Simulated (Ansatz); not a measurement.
Ideal-gas functions of H₄NO₃V, SMILES `[NH2][V](=[O])([OH])[OH]` at 298.15 K and 1 bar, from an Ansatz frequency run at PBE0-D4/def2-TZVP.

Molar mass 116.98 g/mol, point group C1 (symmetry number 1), electronic degeneracy 1, moments of inertia 133.249, 136.816, 151.306 u Å². Harmonic wavenumbers (cm⁻¹, unscaled): 169, 196, 220, 243, 258, 293, 315, 413, 470, 592, 604, 625, 730, 773, 779, 1150, 1530, 3572, 3682, 3881, 3898.

Use S(trans) = R[1.5 ln M + 2.5 ln T − 1.1517]; rotational temperatures θ = 24.2544 K / I; S(rot) = R[ln(√π/σ · √(T³/θAθBθC)) + 1.5]; for each mode x = 1.438777 ν̃/T, S = R[x/(eˣ − 1) − ln(1 − e⁻ˣ)] and H = RT x/(eˣ − 1); 1 cm⁻¹ = 0.0119627 kJ/mol; R = 8.31446 J/(mol·K).

Question: By hand: the entropy, in J/(mol·K).

Answer: Translation 168.2. Rotation: θ = 0.182, 0.1773, 0.1603 K, giving 110.2. Vibration, mode by mode: 10.24, 9.08, 8.20, 7.45, 7.01, 6.09, 5.59, 3.83, 3.09, 1.94, 1.85, 1.71, 1.14, 0.96, 0.94, 0.21, 0.04, 0.00, 0.00, 0.00, 0.00, in all 69.4. Electronic 0.0. Sum 347.8 J/(mol·K).

Question: By hand: H − E and G − E in kJ/mol, counted from the electronic energy.

Answer: Zero-point energy ½ × 24393 × 0.0119627 = 145.9; thermal vibration 12.7; translation, rotation and pV give 4 RT = 9.9. H − E = 168.5 kJ/mol, and G − E = 168.5 − 298.15 × 347.8/1000 = 64.8 kJ/mol.

Vibration gives 20 % of the entropy. The sum counts one conformer and one mirror image; others add a mixing term.
